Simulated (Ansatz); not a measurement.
Geometry optimisation, RKS PBE/def2-SVP in Ansatz 0.2.0.

The input (input.yaml):

```yaml
crystal:
  periodic: [false, false, false]
  atoms:
    - { symbol: "N", position_ang: [-2.1148, 0.3287, -0.5751] }
    - { symbol: C, position_ang: [-0.9835, 0.7949, 0.1499] }
    - { symbol: Si, position_ang: [0.4074, -0.3745, -0.1962] }
    - { symbol: O, position_ang: [0.0864, -1.9468, 0.3278] }
    - { symbol: O, position_ang: [0.8003, -0.3971, -1.8792] }
    - { symbol: Al, position_ang: [2.3389, 0.3702, 1.0123] }
    - { symbol: H, position_ang: [-2.10821, 0.8993, -1.50723] }
    - { symbol: H, position_ang: [-1.99258, -0.61789, -0.8395] }
    - { symbol: H, position_ang: [-0.6749, 1.8317, -0.1374] }
    - { symbol: H, position_ang: [-1.1902, 0.8208, 1.2654] }
    - { symbol: H, position_ang: [0.7709, -2.5232, 0.0895] }
    - { symbol: H, position_ang: [0.0251, -0.7984, -2.268] }
    - { symbol: H, position_ang: [2.2328, 0.4948, 2.5896] }
    - { symbol: H, position_ang: [3.6505, 0.7496, 0.2469] }
basis:
  gaussian: { orbitals: def2-SVP }
hamiltonian:
  xc: pbe
relax:
  f_tol: 0.015
  max_steps: 40
```

Launched with:

```bash
$ ansatz run input.yaml --threads 2 --pin off --max-ram 3072MiB --backend cpu --events-out ev --progress --plain --runs-dir out
```

Q: Where does it end, and by what steps?

A: The forces met the threshold. The force dipped under the threshold on the way, but the program's further checks kept it going. After 32 steps the energy has fallen by 0.835 eV; H14 moved furthest, 1.78 Å.

```tsv
step	energy less start (eV)	largest force component (eV/Å)	accepted
0	0.0000	2.976	yes
2	-0.7111	0.576	yes
4	-0.7297	0.437	no
6	-0.7855	0.054	yes
8	-0.7878	0.078	yes
10	-0.7888	0.041	yes
12	-0.7901	0.054	yes
14	-0.7899	0.219	no
16	-0.7951	0.085	yes
18	-0.8003	0.165	yes
20	-0.8084	0.218	yes
22	-0.8162	0.169	yes
24	-0.8262	0.257	yes
26	-0.8332	0.090	yes
28	-0.8346	0.065	yes
30	-0.8350	0.012	yes
32	-0.8351	0.006	yes
```

```xyz
14
Properties=species:S:1:pos:R:3
N -2.297 0.165 -0.594
C -1.169 0.671 0.213
Si 0.488 -0.194 -0.168
O 0.022 -1.823 0.005
O 0.983 0.122 -1.765
Al 2.570 0.338 1.054
H -2.135 0.367 -1.590
H -2.318 -0.863 -0.525
H -1.074 1.769 0.065
H -1.413 0.543 1.291
H 0.732 -2.463 -0.178
H 0.293 0.018 -2.447
H 2.839 1.760 1.754
H 3.726 -0.779 1.165
```

Run time: 75 s on 2 threads of Intel(R) Xeon(R) Platinum 8488C (Sapphire Rapids), with other jobs on the host, peak memory 0.2 GiB.
